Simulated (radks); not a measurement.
Values are calculated unless marked as measured or tabulated.
Q: Successive ionisation energies (eV) of one element, from differences of total energies of ions in their ground configurations, starting at charge 22: 2077.2, 2232.5, 2353.6, 2473.7, 2665.3, 2783.2, 11864.9, 12379.5. Code: a radial shooting solver on a logarithmic mesh with Libxc functionals. Model: scalar-relativistic Kohn-Sham, PBEsol, spin-polarised, spherical densities, finite nucleus; open shells are filled with parallel spins first; Fermi nuclear charge, rms radius 3.9283 fm. Which element is it?

A: Zinc (Z = 30). The first species listed is Zn22+ in [He] 2s2 2p4, the last Zn29+ in 1s1.
